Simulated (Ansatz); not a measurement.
Reaction (ligand exchange at the Si–C bond): `O[CH]([SiH3])[SnH3]` + `C=C[SiH](C)O` → `C=C[SiH](C)O[SiH3]` + `O[CH2][SnH3]`

Program: Ansatz. Geometries: PBE0-D4/def2-TZVP. ΔE: electronic, gas phase. CBS: MP2 limit from def2 TZ/QZ plus the TZ coupled-cluster correction, frozen cores. DFT in def2-TZVPP. def2 core potentials past Kr. For Sn outer-core shells are correlated without core-valence functions, which leaves a few kJ/mol of doubt a bond. Each species was taken in one conformer, which may not be the lowest.

```json
{"level": "PBE-D4", "ΔE (kJ/mol)": "-100.5"}
{"level": "PBE0-D4", "ΔE (kJ/mol)": "-107.7"}
{"level": "B2PLYP", "ΔE (kJ/mol)": "-119.6"}
{"level": "SCS-MP2/def2-QZVPP", "ΔE (kJ/mol)": "-120.5"}
```

Question: What does CCSD(T)/CBS give? (Best estimate.)

Answer: Ansatz gave: -113.3 kJ/mol. The listed levels differ from it by 12.8, 5.6, -6.3, -7.2 kJ/mol.

Largest T1 diagnostic among the species: 0.013.

From PBE to PBE0 (25 % exact exchange), in def2-TZVPP and without D4, ΔE moves by −6.9 kJ/mol. In def2-TZVPP, CCSD(T) changes the Hartree–Fock value by +27.6 kJ/mol (the triples alone add +4.3 kJ/mol) and MP2 by +27.3 kJ/mol.
